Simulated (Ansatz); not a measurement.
A short molecular-dynamics run on Ba4⁺ (the lowest doublet isomer of a short search).

```yaml
crystal:
  periodic: [false, false, false]
  atoms:
    - {symbol: Ba, position_ang: [-0.680159, 2.167858, -1.528231]}
    - {symbol: Ba, position_ang: [2.636455, -0.148792, 0.748716]}
    - {symbol: Ba, position_ang: [-0.498292, -2.212641, -1.534878]}
    - {symbol: Ba, position_ang: [-1.457994, 0.193575, 2.314394]}
basis:
  gaussian: {orbitals: def2-SVP}
total_charge: 1
magnetization: {spin_polarized: true, initial_magnetization: 1}
hamiltonian: {xc: {name: BLYP}}
md: {timestep: 1 fs, n_steps: 15, ensemble: nvt_nose_hoover, temperature: 500, initial_velocities: maxwell_boltzmann, seed: 1}
scf: {omitted_lower_state_checks: [starts]}
```

```sh
$ ansatz run in.yaml --threads 4 --pin off --events-out ev --progress --plain --max-ram 3916MiB
```

| step | time (fs) | potential energy (eV) | kinetic (eV) | T (K) | conserved (eV) |
| --- | --- | --- | --- | --- | --- |
| 0 | 0.0 | -2762.6547 | 0.1293 | 500 | -2762.5255 |
| 1 | 1.0 | -2762.6551 | 0.1296 | 501 | -2762.5255 |
| 2 | 2.0 | -2762.6554 | 0.1300 | 503 | -2762.5255 |
| 3 | 3.0 | -2762.6557 | 0.1303 | 504 | -2762.5255 |
| 4 | 4.0 | -2762.6561 | 0.1306 | 505 | -2762.5255 |
| 5 | 5.0 | -2762.6563 | 0.1309 | 506 | -2762.5255 |
| 6 | 6.0 | -2762.6566 | 0.1311 | 507 | -2762.5255 |
| 7 | 7.0 | -2762.6568 | 0.1314 | 508 | -2762.5255 |
| 8 | 8.0 | -2762.6571 | 0.1316 | 509 | -2762.5255 |
| 9 | 9.0 | -2762.6572 | 0.1318 | 510 | -2762.5255 |
| 10 | 10.0 | -2762.6574 | 0.1320 | 510 | -2762.5255 |
| 11 | 11.0 | -2762.6576 | 0.1321 | 511 | -2762.5255 |
| 12 | 12.0 | -2762.6577 | 0.1322 | 512 | -2762.5255 |
| 13 | 13.0 | -2762.6578 | 0.1323 | 512 | -2762.5255 |
| 14 | 14.0 | -2762.6579 | 0.1324 | 512 | -2762.5255 |
| 15 | 15.0 | -2762.6580 | 0.1325 | 512 | -2762.5255 |

Velocities are drawn at the set temperature; a run this short doesn't reach equilibrium.

In the def2 sets Ba takes a core potential; there is no spin–orbit coupling.

Frames (Å, forces in eV/Å):

```xyz
4
time=0.0 fs
Ba   -0.680    2.168   -1.528   -0.033    0.097   -0.067
Ba    2.636   -0.149    0.749    0.110   -0.010    0.035
Ba   -0.498   -2.213   -1.535   -0.018   -0.099   -0.069
Ba   -1.458    0.194    2.314   -0.059    0.012    0.102
4
time=1.0 fs
Ba   -0.679    2.169   -1.528   -0.034    0.095   -0.066
Ba    2.637   -0.147    0.750    0.107   -0.012    0.033
Ba   -0.501   -2.215   -1.535   -0.015   -0.096   -0.068
Ba   -1.458    0.193    2.314   -0.059    0.012    0.101
4
time=2.0 fs
Ba   -0.678    2.169   -1.528   -0.034    0.093   -0.065
Ba    2.638   -0.145    0.750    0.105   -0.014    0.032
Ba   -0.503   -2.216   -1.536   -0.013   -0.092   -0.066
Ba   -1.458    0.192    2.314   -0.058    0.013    0.099
4
time=3.0 fs
Ba   -0.677    2.170   -1.528   -0.035    0.091   -0.064
Ba    2.639   -0.142    0.751    0.102   -0.016    0.030
Ba   -0.505   -2.218   -1.537   -0.010   -0.089   -0.064
Ba   -1.458    0.191    2.314   -0.057    0.014    0.098
4
time=4.0 fs
Ba   -0.675    2.171   -1.528   -0.036    0.088   -0.063
Ba    2.640   -0.140    0.752    0.099   -0.018    0.029
Ba   -0.507   -2.220   -1.537   -0.007   -0.085   -0.063
Ba   -1.457    0.190    2.314   -0.056    0.015    0.096
4
time=5.0 fs
Ba   -0.674    2.172   -1.528   -0.037    0.086   -0.061
Ba    2.641   -0.138    0.753    0.097   -0.020    0.028
Ba   -0.510   -2.222   -1.538   -0.005   -0.082   -0.061
Ba   -1.457    0.189    2.314   -0.055    0.016    0.095
4
time=6.0 fs
Ba   -0.673    2.172   -1.528   -0.037    0.084   -0.060
Ba    2.642   -0.136    0.754    0.094   -0.022    0.027
Ba   -0.512   -2.224   -1.539   -0.002   -0.079   -0.060
Ba   -1.457    0.188    2.313   -0.055    0.017    0.093
4
time=7.0 fs
Ba   -0.672    2.173   -1.529   -0.038    0.082   -0.059
Ba    2.643   -0.134    0.754    0.091   -0.024    0.025
Ba   -0.514   -2.226   -1.539    0.000   -0.075   -0.058
Ba   -1.457    0.187    2.313   -0.054    0.018    0.092
4
time=8.0 fs
Ba   -0.671    2.174   -1.529   -0.039    0.079   -0.058
Ba    2.644   -0.132    0.755    0.089   -0.026    0.024
Ba   -0.516   -2.228   -1.540    0.003   -0.072   -0.056
Ba   -1.457    0.186    2.313   -0.053    0.019    0.090
4
time=9.0 fs
Ba   -0.670    2.175   -1.529   -0.040    0.077   -0.057
Ba    2.645   -0.130    0.756    0.086   -0.028    0.023
Ba   -0.519   -2.230   -1.540    0.005   -0.069   -0.055
Ba   -1.457    0.185    2.313   -0.052    0.020    0.089
4
time=10.0 fs
Ba   -0.668    2.176   -1.529   -0.040    0.075   -0.056
Ba    2.646   -0.128    0.757    0.083   -0.030    0.022
Ba   -0.521   -2.232   -1.541    0.008   -0.065   -0.053
Ba   -1.457    0.184    2.313   -0.051    0.020    0.087
4
time=11.0 fs
Ba   -0.667    2.176   -1.529   -0.041    0.073   -0.054
Ba    2.647   -0.125    0.758    0.081   -0.032    0.020
Ba   -0.523   -2.234   -1.542    0.010   -0.062   -0.052
Ba   -1.457    0.183    2.313   -0.050    0.021    0.086
4
time=12.0 fs
Ba   -0.666    2.177   -1.529   -0.042    0.070   -0.053
Ba    2.648   -0.123    0.758    0.078   -0.034    0.019
Ba   -0.526   -2.236   -1.542    0.013   -0.059   -0.050
Ba   -1.457    0.182    2.313   -0.049    0.022    0.084
4
time=13.0 fs
Ba   -0.665    2.178   -1.529   -0.043    0.068   -0.052
Ba    2.649   -0.121    0.759    0.075   -0.036    0.018
Ba   -0.528   -2.238   -1.543    0.015   -0.056   -0.048
Ba   -1.457    0.181    2.313   -0.048    0.023    0.082
4
time=14.0 fs
Ba   -0.664    2.179   -1.529   -0.043    0.066   -0.051
Ba    2.650   -0.119    0.760    0.073   -0.038    0.017
Ba   -0.530   -2.240   -1.544    0.018   -0.052   -0.047
Ba   -1.456    0.180    2.313   -0.047    0.024    0.081
4
time=15.0 fs
Ba   -0.663    2.180   -1.529   -0.044    0.064   -0.050
Ba    2.651   -0.117    0.761    0.070   -0.040    0.016
Ba   -0.532   -2.242   -1.544    0.020   -0.049   -0.045
Ba   -1.456    0.179    2.312   -0.046    0.025    0.079
```

Hardware: 4 threads of Arm Neoverse V1 on a shared host. Wall time 4.1 min.
